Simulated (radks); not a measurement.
Results of a calculation; reference values are marked as such.
Sr1.1+, 36.9 electrons, occupied as [Ne] 3s(up 1, down 0.9) 3p6 3d10 4s2 4p6 5s1 (fractional occupations, a model configuration). Level of theory: scalar-relativistic Kohn-Sham, r2SCAN, spin-polarised, spherical densities, finite nucleus; open shells are filled with parallel spins first (spin-orbit coupling, left out, can overturn this in heavy ions); meta-GGA in the generalised Kohn-Sham scheme; Fermi nuclear charge, rms radius 4.224 fm (a radial shooting solver on a logarithmic mesh with Libxc functionals).

Normalised radial functions P(r) = r R(r), r in bohr:

r,5s up
0.002368,0.0183
0.003647,0.0263
0.005618,0.0367
0.008723,0.0491
0.01344,0.0602
0.0207,0.0636
0.03213,0.0475
0.0495,0.0011
0.07685,-0.0692
0.1184,-0.1072
0.1823,-0.0345
0.2831,0.1254
0.4361,0.1401
0.6718,-0.1038
1.043,-0.2812
1.607,-0.0183
2.495,0.4461
3.843,0.5721
5.919,0.2707
9.19,0.0370

5s up: eigenvalue -9.487 eV, 4 radial nodes at r = 0.0499, 0.202, 0.577, 1.63 bohr, <r> = 3.84 bohr, 90 % of the charge inside 5.53 bohr.
